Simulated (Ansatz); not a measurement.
Species: sum formula SnH2Cl2, charge 0, multiplicity 1. 
Structure (B3LYP-D3(BJ)/def2-TZVP (Ansatz, a quantum-chemistry and plane-wave program) minimum search):
```xyz
5

Cl    -1.8434     0.9288    -0.0368
Sn    -0.0184    -0.5309     0.0341
Cl     1.9031     0.7968    -0.0742
H     -0.0661    -1.4890    -1.3687
H     -0.0304    -1.3027     1.5482
```

Quantity: vertical ionisation energy (to the doublet state of charge +1; each state is the SCF solution reached for its spin), in eV. Cores are frozen in the correlated levels unless marked. Open shells are spin-unrestricted. No spin-orbit coupling. Frozen are the shells of the preceding noble gas and the d and f shells that filled before the atom's block. In def2 rows, elements after Kr have scalar-relativistic effective core potentials. CBS(X,Y): correlation extrapolated as X^-3; Hartree-Fock from the larger set.

| level | program | vertical ionisation energy (eV) |
|---|---|---|
| r2SCAN/def2-TZVPD | Ansatz | … |
| PBE0/def2-TZVPD | Ansatz | 10.98 |
| B2PLYP/def2-TZVPD | Ansatz | 11.29 |
| SCS-MP2/def2-SVPD | Ansatz | 11.59 |
| SCS-MP2/def2-QZVPPD | Ansatz | 11.76 |
| CCSD/def2-QZVPPD | Ansatz | 11.56 |
| CCSD(T)/CBS(def2-TZVPPD,def2-QZVPPD) | Ansatz | … |

Q: Some entries are withheld; supply them.

A: 
- r2SCAN/def2-TZVPD, vertical ionisation energy (eV): 10.72
- CCSD(T)/CBS(def2-TZVPPD,def2-QZVPPD), vertical ionisation energy (eV): 11.68
